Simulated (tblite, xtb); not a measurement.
CH3Cl2Si (SMILES C[Si](Cl)Cl), doublet, geometry from GFN2-xTB. Base run: GFN1-xTB run with xtb 6.7.1.

Input for xtb:
```
$ xtb mol.xyz --gfn 1 --uhf 1 --json

# file mol.xyz
7

C     -2.01893835    -0.48835810    -0.00921030
Si    -0.23081554    -0.09736185    -0.53333853
Cl     1.04857991    -1.42708373     0.33708838
Cl     0.27405550     1.77962342     0.08689332
H     -2.11035886    -0.42589345     1.07439724
H     -2.30897346    -1.48877870    -0.31358728
H     -2.72042203     0.21471190    -0.44649774
```

Programs used: tblite, xtb; a row that names a program was run with it.

The base run was repeated with changes; each row names its change, and settings that it needs were set with it.

| change | ΔE vs base (mEh) | dipole (D) | G_solv (kcal/mol) | SCF cycles |
|---|---|---|---|---|
| base | 0.000 | 2.25 | - | 9 |
| program = tblite; method = gfn1; option = --spin-polarized | -4.378 | - | - | - |
| alpb = methanol | -3.964 | 2.47 | -2.59 | 10 |
| acc = 0.0001 | 0.000 | 2.25 | - | 14 |
| gbsa = chcl3 | -5.912 | 2.44 | -3.79 | 9 |
| alpb = acetonitrile | -8.084 | 2.40 | -5.12 | 10 |
| acc = 0.1 | 0.000 | 2.25 | - | 11 |

ALPB and GBSA are two models with their own fitted parameters for each solvent, which aren't always the measured dielectric constant.
